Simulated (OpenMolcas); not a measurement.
## Levels of Sn⁺ by method

```json
{
  "Program": "OpenMolcas 26.06",
  "Basis": "ANO-RCC-VTZP [7s6p4d2f1g]",
  "Scalar Hamiltonian": "DKH2, point nucleus",
  "Active space": "3 electrons in 8 orbitals (5s 5p 6s 6p)",
  "State averaging": "2S+1 = 4 odd, 1 root; 2S+1 = 2 odd, 3 roots; 2S+1 = 4 even, 3 roots; 2S+1 = 2 even, 6 roots",
  "Spin-orbit coupling": "RASSI with atomic mean-field integrals over the reference wave functions, term energies averaged over their components"
}
```

Methods on the same reference wave functions:
A. CASSCF
B. SS-CASPT2, IPEA 0.25 Eh, imaginary shift 0.1 Eh (closed shells correlated: 4d)
C. XMS-CASPT2, IPEA 0.25 Eh, imaginary shift 0.1 Eh (closed shells correlated: 4d)

Energies in eV above 5s2 5p 2P* 1/2, the measured ground level; measured values from NIST Handbook of Basic Atomic Spectroscopic Data.

| Level | A | B | C | Measured |
| --- | --- | --- | --- | --- |
| 5s2 5p 2P* 1/2 | 0.0000 | 0.0000 | 0.0000 | 0.0000 |
| 5s2 5p 2P* 3/2 | 0.4245 | 0.424 | 0.424 | 0.5271 |
| 5s 5p2 4P 1/2 | 4.8791 | 5.669 | 5.682 | 5.7608 |
| 5s 5p2 4P 3/2 | 5.0405 | 5.829 | 5.840 | 5.9969 |
| 5s 5p2 4P 5/2 | 5.3004 | 6.078 | 6.080 | 6.2898 |
| 5s 5p2 2D 3/2 | 8.1012 | 7.571 | 7.150 | 7.2957 |
| 5s 5p2 2D 5/2 | 8.1901 | 7.671 | 7.260 | 7.3725 |

Deviations, from unrounded energies. A percentage is the sum of absolute deviations over the sum of measured energies, with the sign that they share, or ± where signs differ.

```tsv
Against measurement	Levels	A	B	C
mean absolute deviation (cm-1)	6	6100	1500	1100
fine structure of the ground term (%)	1	-19.5	-19.5	-19.5
other configurations (%)	5	±13.6	±3.2	-2.1
```

C lies closest to measurement on these levels and A furthest from it. The largest miss of C in the table is 5s 5p2 4P 5/2, by -1700 cm-1. The ranking rests on the paired levels alone, and a cruder setting can come out closer through cancelling errors.

Between B and C the level of the table that moves most is 5s 5p2 2D 3/2, by 3400 cm-1 (lowest in C, highest in B). Moves below CASPT2's spread within the term are not significant.

The lowest spin-free term lies below A's lowest term by 0.436 hartree in B, 0.438 hartree in C.

Term energies are means over components that CASPT2 splits; among the terms shown or strongly mixed into the levels shown the widest spread is 390 cm-1 (5s 5p2 2D, B). Over all roots computed the reference weight is 0.87 to 0.94 in B, 0.83 to 0.93 in C; the roots of lowest weight are the least certain, and an intruder state may touch them. The run also gave levels led by 5s2 6s, which use shells meant for correlation; these and all levels above them are left out. Terms of s pⁿ other than that of highest spin mix with s² pⁿ⁻² d, which this space lacks; all of them can be thousands of cm-1 off, and some have no real level of that name. Some terms miss by over 15 % even with CASPT2, which points to a basis or an active space too small for the shells correlated (holds for B; C). Computed and measured levels are paired by configuration, term and J; levels that our copy of the source lacks, or whose pairing is in doubt (as where it misses far off the trend of its configuration), stay unpaired and out of the deviations. Only configurations of the active space appear. The table leaves out levels that lie high or whose names do not pair safely across all columns.

* marks odd parity.
